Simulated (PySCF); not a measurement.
**Structure from 2D NMR**

Compound of formula C6H13NO. Correlations simulated from computed shifts and the bond graph:

HSQC (one-bond C–H):
```tsv
δH	δC
1.88	25.7
1.39	29.1
```

HMBC (two and three bonds, from the bond graph):
```tsv
δH	δC
4.51	169.9, 52.0, 29.1, 25.7
1.88	169.9
1.39	52.0, 29.1
```

Carbons without hydrogens: δ 169.9, 52.0.

Theory: shielding tensors at PBE0/pcSseg-1 (GIAO), coordinates at the GFN2-xTB level, in PySCF 2.14.0 with density-fitted response routines (rapidly exchanging positions averaged, gas phase, one conformer, non-relativistic).

Chemical shifts δ = σref − σ; 1H, 13C against TMS, all at this level.

Exchangeable hydrogens are left out of these lists.

**Question.** Which molecule is this?

**Answer.** `CC(=O)NC(C)(C)C`.

Atoms are numbered as in `[CH3:1][C:2](=[O:3])[NH:4][C:5]([CH3:6])([CH3:7])[CH3:8]`. Each H is labelled by its parent atom.

1. δC 169.9 is C2, an amide carbonyl carbon.
2. δC 52.0 is C5, a fully substituted sp3 carbon bonded to N.
3. δC 29.1 is C6/C7/C8, a methyl carbon (δH 1.39).
4. δC 25.7 is C1, a methyl carbon α to a carbonyl (δH 1.88).
5. HMBC from δH 1.88 reaches the proton-free carbon C2.
6. HMBC from δH 1.39 reaches the proton-free carbon C5.

The shifts were computed for this structure.

Exchangeable OH/NH protons stand at their gas-phase positions; hydrogen bonding in a real sample shifts them, mostly to higher δ. Shifts are as computed. Against solution values, carbons near 30 ppm lie about +3 ppm off and those near 130 ppm about +5 ppm. Of 1211 compounds with measured shifts, 218 miss one by over three times the rms of a fit or turn the order of signals round; such compounds aren't used in these exercises. The C=O carbon of an acid or of an amide with N–H lies up to 10 ppm further downfield in solution, through hydrogen bonding that the calculation lacks.
